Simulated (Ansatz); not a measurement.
`CC[SiH2]CS` + `[ZnH2]` → `S[CH2][ZnH]` + `CC[SiH3]`  (formal exchange of groups at a C–Si bond)

Gas-phase electronic energies from Ansatz, PBE0-D4/def2-TZVP geometries. CCSD(T)/CBS adds triple-zeta CCSD(T) − MP2 to the extrapolated MP2 energy (def2 sets, frozen cores). DFT in def2-TZVPP. B3LYP here is the variant with VWN-RPA as its local correlation; programs differ in this. For Zn outer-core shells are correlated without core-valence functions, which leaves a few kJ/mol of doubt a bond. Scalar relativity is left out up to krypton. Each species was taken in one conformer, which may not be the lowest.

| level | ΔE (kcal/mol) |
| --- | --- |
| B3LYP-D4 | 4.0 |
| PBE | 1.5 |

Task: What does CCSD(T)/CBS give? (Estimate.)

Result: The calculation gave: +2.9 kcal/mol. The listed levels differ from it by 1.1, -1.4 kcal/mol.

Largest T1 diagnostic among the species: 0.016.

From PBE to PBE0 (25 % exact exchange), in def2-TZVPP and without D4, ΔE moves by +0.9 kcal/mol. The D4 term adds +2.6 kcal/mol with B3LYP and +1.6 kcal/mol with PBE0; it sums over pairs of atoms, weighted by their polarisabilities, and B3LYP, whose exchange is more repulsive, gets the larger term.
